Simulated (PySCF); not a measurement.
# Correlation energy of Ru²⁺ (ruthenium, charge +2)

[Kr] 4d5 5p1, high-spin 7P determinant (an excited configuration). Calculation: PySCF 2.14, in def2-QZVPPD with the def2 core potential (28 electrons); scalar relativity through the core potential. Frozen: 4s2 4p6; 6 electrons correlated.

```tsv
level	correlation energy (mhartree)
CCSD	-86.68
(T)	-1.30
CCSD(T)	-87.98
```

Diagnostics: T1 = 0.0060, D1 = 0.0206, largest double amplitude 0.023.

Cost of the coupled-cluster step: about 20 core-seconds, for 6 correlated electrons.

Iterations:

```
CC2 = 0
CCSD nocc = (np.int64(6), np.int64(0)), nmo = (84, 84)
frozen orbitals [[0, 1, 2, 3], [0, 1, 2, 3]]
max_cycle = 100
direct = 0
conv_tol = 1e-08
conv_tol_normt = 1e-06
diis_space = 8
diis_start_cycle = 0
Init t2, MP2 energy = -0.0795370378288584
Init E_corr(UCCSD) = -0.0795370378511151
cycle = 1  E_corr(UCCSD) = -0.0857377076647839  dE = -0.00620066981  norm(t1,t2) = 0.0199831
cycle = 2  E_corr(UCCSD) = -0.0864595594956793  dE = -0.000721851831  norm(t1,t2) = 0.00648904
cycle = 3  E_corr(UCCSD) = -0.086696029433947  dE = -0.000236469938  norm(t1,t2) = 0.00292301
cycle = 4  E_corr(UCCSD) = -0.0866656825225491  dE = 3.03469114e-05  norm(t1,t2) = 0.00076904
cycle = 5  E_corr(UCCSD) = -0.0866790506890237  dE = -1.33681665e-05  norm(t1,t2) = 0.000238903
cycle = 6  E_corr(UCCSD) = -0.0866787529003455  dE = 2.97788678e-07  norm(t1,t2) = 1.77323e-05
cycle = 7  E_corr(UCCSD) = -0.086678787623941  dE = -3.47235955e-08  norm(t1,t2) = 3.11486e-06
cycle = 8  E_corr(UCCSD) = -0.0866787725725674  dE = 1.50513736e-08  norm(t1,t2) = 9.13074e-07
cycle = 9  E_corr(UCCSD) = -0.0866787769708845  dE = -4.39831709e-09  norm(t1,t2) = 2.99763e-07
UCCSD converged
E(UCCSD) = -93.11132470140143  E_corr = -0.08667877697088452
UCCSD(T) correction = -0.00130044069227091
```
